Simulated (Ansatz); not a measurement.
The cluster LiB₇⁻. The state is a doublet with charge -1. Geometry B3LYP-D4/def2-SVPD, basis def2-TZVPD, Ansatz.

```
atom   x (Å)   y (Å)   z (Å)
 Li1   2.348   0.514  -1.451
  B2  -0.408  -2.277   1.329
  B3   0.439   0.330  -0.387
  B4  -1.383  -1.097   1.246
  B5  -0.662   1.559  -0.429
  B6   0.131  -1.039   0.444
  B7   0.666   1.740  -1.196
  B8  -1.129   0.269   0.444
```

```tsv
run	HOMO (eV)	LUMO (eV)
A	-0.44	1.02
B	-0.98	1.13
C	-2.99	2.37
D	-1.10	1.39
```

B3LYP takes the VWN-RPA correlation. Another isomer (doublet) lies 1.10 eV lower at PBE0-D4/def2-TZVPD; other spin states weren't run for this one.

HOMO and LUMO are taken over both spins.

Q: The runs used B3LYP, PBE0, r2SCAN, ωB97X-V. Estimate which is which.

A: A r2SCAN (0 % exact exchange); B B3LYP (20 % exact exchange); C ωB97X-V (range-separated); D PBE0 (25 % exact exchange). Exact exchange lowers occupied and raises empty levels; among semilocal functionals meta-GGAs tend to open the gap a little, and such runs are hard to tell apart. The gap grows from 1.46 eV (r2SCAN) to 5.36 eV (ωB97X-V).
